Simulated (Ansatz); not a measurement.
Reaction (redistribution): `O[SiH](F)O[SiH2]F` + `C[SiH2]BS` → `C[SiH2][SiH](O)F` + `F[SiH2]OBS`

Gas-phase electronic energies from Ansatz, PBE0-D4/def2-TZVP geometries. CCSD(T)/CBS adds triple-zeta CCSD(T) − MP2 to the extrapolated MP2 energy (def2 sets, frozen cores). DFT in def2-TZVPP. B3LYP here is the variant with VWN-RPA as its local correlation; programs differ in this. One conformer a species, not always the lowest.

| level | ΔE (kJ/mol) | difference from CCSD(T)/CBS |
| --- | --- | --- |
| PBE-D4 | 7.3 | -18.6 |
| B3LYP-D4 | 15.0 | -10.9 |
| ωB97M-V | 21.5 | -4.4 |
| PBE | 8.5 | -17.4 |
| PBE0 | 15.0 | -10.9 |
| HF/def2-TZVPP | 29.6 | 3.7 |
| MP2/def2-TZVPP | 27.5 | 1.6 |
| CCSD(T)/def2-TZVPP | 26.0 | 0.1 |
| HF/CBS(def2) | 31.6 | 5.7 |
| CCSD/CBS(def2) | 27.1 | 1.2 |
| CCSD(T)/CBS | 25.9 | 0 |

Largest T1 diagnostic among the species: 0.014.

From PBE to PBE0 (25 % exact exchange), in def2-TZVPP and without D4, ΔE moves by +6.5 kJ/mol.
